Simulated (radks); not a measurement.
Values are calculated unless marked as measured or tabulated.
Kr3+, configuration [Ar] 3d10 4s2 4p3.

Level of theory: non-relativistic Kohn-Sham, r2SCAN, spin-polarised, spherical densities, point nucleus; open shells are filled with parallel spins first; meta-GGA in the generalised Kohn-Sham scheme (a radial shooting solver on a logarithmic mesh with Libxc functionals).

Energy parts (eV):
| part | energy |
|---|---|
| total | -74860.700 |
| kinetic | 74820.973 |
| electron-nucleus | -177651.169 |
| Hartree | 30538.903 |
| exchange-correlation | -2569.408 |

Orbitals (lengths in bohr, moments of r in powers of bohr):
| orbital | occ. | eigenvalue (eV) | <1/r> |
|---|---|---|---|
| 1s up | 1 | -13975.44 | 35.49 |
| 1s down | 1 | -13975.01 | 35.49 |
| 2s up | 1 | -1860.989 | 7.906 |
| 2s down | 1 | -1860.910 | 7.905 |
| 2p up | 3 | -1685.240 | 7.871 |
| 2p down | 3 | -1684.912 | 7.870 |
| 3s up | 1 | -301.0187 | 2.635 |
| 3s down | 1 | -300.6613 | 2.632 |
| 3p up | 3 | -237.8280 | 2.520 |
| 3p down | 3 | -237.3717 | 2.520 |
| 3d up | 5 | -125.1738 | 2.278 |
| 3d down | 5 | -124.5791 | 2.283 |
| 4s up | 1 | -60.6527 | 0.8860 |
| 4s down | 1 | -55.7308 | 0.8906 |
| 4p up | 3 | -45.2965 | 0.7888 |
| 4p down | 0 | -40.3955 | 0.7901 |

The highest occupied level is 4p up at -45.296 eV. Spin moment in Bohr magnetons: 3. The electron density at the nucleus is 3.225e+04 e/bohr^3. Virial ratio -V/T = 2.00053.
